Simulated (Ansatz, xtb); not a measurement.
Spectroscopic constants of SeS+, multiplicity 2 (lowest of 2S+1 = 2, 4 at CCSD(T)/def2-TZVPP on PBE0 minima; our sources give no spin for the ground state, which may be another). No spin–orbit coupling. Se is treated without relativity. The T1 diagnostic near the minimum is 0.061, so single-reference values are doubtful.

Seven points along R, fitted to fifth degree in 1/R; most abundant isotopes. Runs in def2 and cc sets follow the lowest solution found near the PBE0 minimum.

Codes used: Ansatz (Gaussian basis) for Hartree–Fock, density functionals and correlated methods; xtb for the GFN methods.  The GFN methods have no spin term and hold the electronic entropy of 300 K.

```
level                 r_e (Å)  ω_e (cm⁻¹)  ω_e x_e (cm⁻¹)  α_e (cm⁻¹)
--------------------  -------  ----------  --------------  ----------
GFN1-xTB                1.977         643             1.8     0.00088
GFN2-xTB                1.978         596             2.2      0.0010
SVWN5/def2-TZVPP        1.965         628             1.8     0.00077
PBE/def2-TZVPP          1.983         611             1.8     0.00077
r2SCAN/def2-TZVPP       1.963         640             1.8     0.00075
B3LYP/def2-TZVPP        1.970         631             1.8     0.00075
PBE0/def2-TZVPP         1.952         660             1.8     0.00077
BHLYP/def2-TZVPP        1.939         686             1.8     0.00070
CAM-B3LYP/def2-TZVPP    1.945         673             1.7     0.00070
wB97X-V/def2-TZVPP      1.936         698             1.6     0.00066
wB97M-V/def2-TZVPP      1.942         684             1.6     0.00068
```

Ansatz is a program for electronic structure.
